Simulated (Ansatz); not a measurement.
The Si2–H6 bond of H6SiSn (SMILES [SiH3][SnH3]) is stretched (multiplicity 1, the rest rigid).
Geometry at rest (charge 0, multiplicity 1):
```
atom    x (Å)    y (Å)    z (Å)
----  -------  -------  -------
Sn    -0.6178   0.0613  -0.0110
Si     1.9443  -0.1929   0.0348
H     -1.3153  -0.9768  -1.1819
H     -1.0669   1.6691  -0.3960
H     -1.2990  -0.3272   1.5121
H      2.3113  -1.5893   0.3693
H      2.5274   0.7126   1.0530
H      2.5132   0.1474  -1.2908
```

Frozen-core correlation. Filled d and f shells under p-block atoms count as core.

Programs: Ansatz (a program for electronic structure) with Gaussian orbitals. Each number belongs to the level named beside it. In def2 rows elements past Kr take small-core potentials, without spin–orbit coupling.

Energies above the point at 1.482 Å (the B3LYP-D3(BJ) bond length), FIC-MRCISD+Q on CASSCF(2,2)/def2-TZVPP (kcal/mol): 5.71 at 1.334 Å; 3.68 at 1.630 Å; 91.95 at 4.743 Å.

Q: Take the last value as the depth D of a Morse curve D(1 − e^(−a(R − R₀)))², fit a and R₀ to the two near points, and test it at 2.001 and 2.594 Å.

A: 
With D = 92.0, both near points (counted from the curve's value at 1.482 Å) are met by a = 1.51 Å⁻¹ and R₀ = 1.482 Å, so k = 2Da² = 417 kcal/(mol Å²). The curve then gives 27.1 and 60.7 kcal/mol; the level itself gives 27.9 and 65.5, so Morse is off by -0.8 and -4.8.
